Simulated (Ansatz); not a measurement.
Stepwise reaction of `N#[C][In]([F])[F]` with hydrogen chloride, as a gas-phase model of exchange steps in deposition or etching. ΔE in kJ/mol; ΔG adds harmonic PBE0-D4 terms to CCSD(T)/CBS, at 1 bar.

Gas-phase electronic energies from Ansatz, PBE0-D4/def2-TZVP geometries. CBS: MP2 limit from def2 TZ/QZ plus the TZ coupled-cluster correction, frozen cores. This one scheme is used for every species. Functionals use def2-TZVPP. B3LYP here is the variant with VWN-RPA as its local correlation; programs differ in this. def2 core potentials past Kr. For In outer-core shells are correlated without core-valence functions, which leaves a few kJ/mol of doubt a bond.

| step | reaction | PBE-D4 | B3LYP-D4 | ωB97M-V | CCSD(T)/CBS | ΔG(600 K) |
| --- | --- | --- | --- | --- | --- | --- |
| 1 | `N#[C][In]([F])[F]` + HCl → `N#[C][In]([F])[Cl]` + H–F | -57.5 | -59.3 | -60.8 | -64.6 | -61.0 |
| 2 | `N#[C][In]([F])[Cl]` + HCl → `N#[C][In]([Cl])[Cl]` + H–F | -55.2 | -57.0 | -58.4 | -62.5 | -52.0 |

**Question.** By hand: ΔE of the 2 steps together at CCSD(T)/CBS.

**Answer.** (-64.6) + (-62.5) = -127.1 kJ/mol, or -63.5 kJ/mol a step.

In ΔE the steps differ by no more than 2.1 kJ/mol. All are downhill at CCSD(T)/CBS. ΔG lies between -61.0 and -52.0 kJ/mol a step. PBE-D4 differs from CCSD(T)/CBS by 7.1 to 7.3 kJ/mol a step. Isolated molecules leave out the surface, adducts and barriers. Largest T1 diagnostic: 0.017.
